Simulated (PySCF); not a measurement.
Molecule: Sn(I)(Me), SMILES [CH3][Sn][I]. Atoms near the plane z = 1.5 Å, at the CAM-B3LYP/def2-SVP optimised geometry (x, y, z in Å): Sn1 (-0.8, -1.3, 0.0), I2 (2.0, -1.3, 0.0), C3 (-0.9, 0.9, 0.0), H4 (-2.0, 1.2, 0.0), H6 (-0.4, 1.3, 0.9).

Calculation: CAM-B3LYP/def2-TZVP, def2 effective core potentials past Kr (PySCF). The core electrons that the potentials of I, Sn replace are not part of the density. The values are rescaled to run from 0 to 1.

```
|                             |
|                             |
|                             |
|                             |
|                             |
|         ..:::.              |
|       ..:--==-:.            |
|      .:-==+**+=:.           |
|     .:-=+*####+=:           |
|     .-=+*#%@@%*+-.          |
|     :-=+*#@@@%#+-:...       |
|     :-=+*#%@@%#+-:::::..    |
|     :-=+*#%%%#*+=====--:.   |
|     .:=+*####*++=+++++=-:.  |
|     .:-=+*##**+++**#**+=-:  |
|     .:-=+********#%%%#*+=-. |
|     .-=+**##***##%%@%%#*+-: |
|     :-=+*#######%%@@@@%*+=: |
|    .:-+*##%%####%@@@@@%#+=: |
|    .:=+*#%%%####%%@@@@%*+=: |
|    .:=+*##%%##*##%%@@%#*+-: |
|     :-=+*####***##%%%#*+=-. |
|     .-=++****+++**###*+=-:  |
|     .:-==++++====+++++=-:.  |
|      .:--===-----=====-:.   |
|       ..::::::..:::::::.    |
|          ...     .....      |
|                             |
|                             |
```
Scale: ten equal steps from 0.000 (start of ' ') to 1.00 (end of '@'), in the order ' .:-=+*#%@'; x runs from -4.50 to 4.50, y from -4.50 (bottom) to 4.50 (top).

### Question
Which quantity is mapped?
A. Laplacian of the electron density
B. log10 of the electron density
C. deformation density (molecule minus spherical neutral atoms)
D. electrostatic potential

### Answer
B, log10 of the electron density. In full: log10 of the electron density (e/bohr³), floored at −4.
